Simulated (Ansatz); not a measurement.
Two members of one family (Series W(N)X3), computed with Ansatz in the gas phase; def2 core potentials for W, no spin–orbit coupling. The structures are stationary points that may keep the symmetry of their start. Remarks come from the PBE and PBE0 runs and from stability tests at other levels; not every state was tested.

First: WNCl3 (singlet, charge 0, PBE0-D4/def2-SVP geometry).

Cartesian coordinates in Å:
```
W 0.002 0.005 -0.005
N 0.335 1.119 -1.178
Cl 0.467 1.074 1.936
Cl 1.390 -1.725 -0.461
Cl -2.194 -0.473 -0.293
```

```tsv
level	HOMO (eV)	LUMO (eV)	gap (eV)
PBE-D4/def2-SVP	-7.67	-4.17	3.50
PBE-D4/def2-TZVP	-7.71	-4.27	3.44
PBE-D4/def2-TZVPD	-7.74	-4.32	3.42
PBE0-D4/def2-SVP	-9.11	-3.51	5.60
r2SCAN0-D4/def2-TZVP	-9.30	-3.53	5.77
```

Metal–donor distances: 1 × N 1.65 Å, 3 × Cl 2.26 Å. Remarks: restricted SCF unstable in HF.

Second: WNF3 (singlet, charge 0, PBE0-D4/def2-SVP geometry).

```xyz
5

W    -0.0054    0.0502    0.0429
N     0.1442   -1.2019   -1.0229
F    -1.5753   -0.3391    0.9610
F    -0.1025    1.5500   -1.0513
F     1.5389   -0.0591    1.0704
```

Problem. Estimate how these quantities change from the first to the second (second minus first).

Solution. 
| level | Δ HOMO (eV) | Δ LUMO (eV) | Δ gap (eV) |
| --- | --- | --- | --- |
| PBE-D4/def2-SVP | -0.09 | 0.92 | 1.01 |
| PBE-D4/def2-TZVP | -0.15 | 0.86 | 1.01 |
| PBE-D4/def2-TZVPD | -0.15 | 0.87 | 1.02 |
| PBE0-D4/def2-SVP | -0.37 | 1.04 | 1.41 |
| r2SCAN0-D4/def2-TZVP | -0.47 | 1.04 | 1.51 |

Metal–donor distances: 1 × N 1.65 Å, 3 × F 1.86 Å. Remarks: restricted SCF unstable in HF.
